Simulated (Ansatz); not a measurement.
Input for Ansatz (a first-principles code): R-PBE/def2-TZVPPD on FH4P (a complex), monomers drawn apart or pushed together. Files ending in .json are basis or fitting sets from the Basis Set Exchange.

Ansatz 0.2 input:
```yaml
crystal:
  periodic: [false, false, false]
  atoms:
    - {symbol: F, position_ang: [-1.44370064, -0.22894985, -0.24384746]}
    - {symbol: H, position_ang: [-0.94647269, -0.05062702, 0.53323070]}
    - {symbol: P, position_ang: [0.74877710, 0.56009464, 3.18441578]}
    - {symbol: H, position_ang: [0.43145686, -0.05796369, 4.41517444]}
    - {symbol: H, position_ang: [2.13434486, 0.28852485, 3.24698173]}
    - {symbol: H, position_ang: [0.84129758, 1.86967365, 3.70774314]}
basis:
  gaussian:
    orbitals: def2-TZVPPD.json
hamiltonian:
  xc: {name: PBE}
scf: {lower_state_search: off}
```

**Question.** What total energy does the run end on?

**Answer.** -443.3848 hartree.
